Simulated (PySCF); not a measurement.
OS2, SMILES [O-][S+]=S.

Coordinates come from a PBE0-D3(BJ)/def2-TZVP optimisation.

Two levels are set side by side: TDDFT-PBE/def2-SVPD (PySCF) and TDDFT-ωB97X/def2-SVPD (PySCF). Vertical, same geometry. The lowest singlet is HOMO→LUMO 98 % with PBE and HOMO→LUMO 100 % with the other functional; states are paired by order. Differences are taken from unrounded values.

| quantity | TDDFT-ωB97X |
|---|---|
| lowest singlet excitation (eV) | 2.40 |
| lowest triplet excitation (TDA) (eV) | 1.87 |
| first bright state (f over 0.05) (eV) | 4.46 |
| its oscillator strength | 0.09 |

### Question
What does TDDFT-PBE give, and how far is it from TDDFT-ωB97X? (Estimate from the structure and the level; the computed values follow.)

### Answer

```csv
quantity,TDDFT-PBE,TDDFT-PBE minus TDDFT-ωB97X
lowest singlet excitation (eV),2.39,-0.01
lowest triplet excitation (TDA) (eV),1.82,-0.05
first bright state (f over 0.05) (eV),4.55,0.09
its oscillator strength,0.06,-0.03
```

Rough cost on one machine, each run with all the roots and properties that it gave: TDDFT-ωB97X against TDDFT-PBE about 5 times.
